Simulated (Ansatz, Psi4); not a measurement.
The Ansatz (a quantum-chemistry and plane-wave program) input:
Ansatz 0.2 input:
```yaml
crystal:
  periodic: [false, false, false]
  atoms:
    - {symbol: Ta, position_ang: [0.01693925, 0.00907486, -0.01955256]}
    - {symbol: O, position_ang: [1.06782099, 0.57206336, -1.23255967]}
    - {symbol: F, position_ang: [0.97007396, -0.95600876, 1.21861489]}
    - {symbol: F, position_ang: [-1.26946365, -1.06429425, -0.77185379]}
    - {symbol: F, position_ang: [-0.78718062, 1.43819507, 0.80744046]}
basis:
  gaussian:
    orbitals: def2-SVP
hamiltonian:
  xc: pbe
accuracy: high
```

**Question.** Convert this to an input for Psi4.

**Answer.** Several could match; the one computed here: 
```
memory 2 GB

molecule mol {
0 1
  Ta    0.016939    0.009075   -0.019553
  O     1.067821    0.572063   -1.232560
  F     0.970074   -0.956009    1.218615
  F    -1.269464   -1.064294   -0.771854
  F    -0.787181    1.438195    0.807440
}

set basis def2-svp
set reference rks
set scf_type pk
set puream true
set d_convergence 1e-8
set dft_radial_points 99
set dft_spherical_points 590

energy('pbe')
print_variables()
```

Both were run: Ansatz gave -431.445100 Eh and Psi4 -431.445092 Eh, 0.009 mEh apart.
